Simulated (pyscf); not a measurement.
## H₂B–CH₂•, doublet

Gas-phase minimum from PySCF at ωB97X-D3(BJ)/def2-SVP, one conformer. Other isomers of H₂B–CH₂• were not searched in full and may lie lower. 

```xyz
6

B      0.2233    -0.6382     0.5974
C      1.4309     0.0719    -0.0364
H     -0.1123    -0.3758     1.7304
H     -0.3982    -1.4634    -0.0335
H      1.7743    -0.1316    -1.0585
H      2.0255     0.8266     0.4934
```
Charge 0, spin multiplicity 2.

Bonds (Å): B1–C2 1.538, B1–H3 1.210, B1–H4 1.210, C2–H5 1.097, C2–H6 1.097. Bond angles (°): C2–B1–H3 120.2, C2–B1–H4 120.2, H3–B1–H4 119.6, B1–C2–H5 123.0, B1–C2–H6 123.0, H5–C2–H6 114.1.

Properties at ωB97X-D3(BJ)/def2-SVP:

| Property | Result |
|---|---|
| Harmonic wavenumbers, unscaled | 158, 659, 769, 987, 1050, 1052, 1259, 1458, 2580, 2669, 3152, 3248 cm⁻¹ |
| Zero-point energy | 27.2 kcal/mol |
| Rotational symmetry number | 2 |
| Entropy of this conformer at 298 K and 1 atm, rigid rotor and harmonic oscillator, modes under 100 cm⁻¹ raised to 100 | 244.5 J/(mol K) |
| Dipole moment | 1.25 D |
| Spin expectation value S2 | 0.752 |

Single-point totals, which compare only within one level (frozen core for MP2 and CC):

```csv
level,total energy (hartree)
ωB97X-D3(BJ)/def2-TZVP,-65.34785
PBE/def2-TZVP,-65.19090
r²SCAN/def2-TZVP,-65.25618
B3LYP-D3(BJ)/def2-TZVP,-65.31894
PBE0-D3(BJ)/def2-TZVP,-65.21203
M06-2X/def2-TZVP,-65.26597
ωB97M-D3(BJ)/def2-TZVP,-65.31869
UHF/def2-TZVPP,-64.84894
MP2/def2-TZVPP,-65.09671
CCSD/def2-TZVPP,-65.13009
CCSD(T)/def2-TZVPP,-65.13861
```

Soft torsions are taken as harmonic, which can shift the entropy by several J/(mol K). The CCSD(T) − MP2 part came from Ansatz, without density fitting, on the same reference.
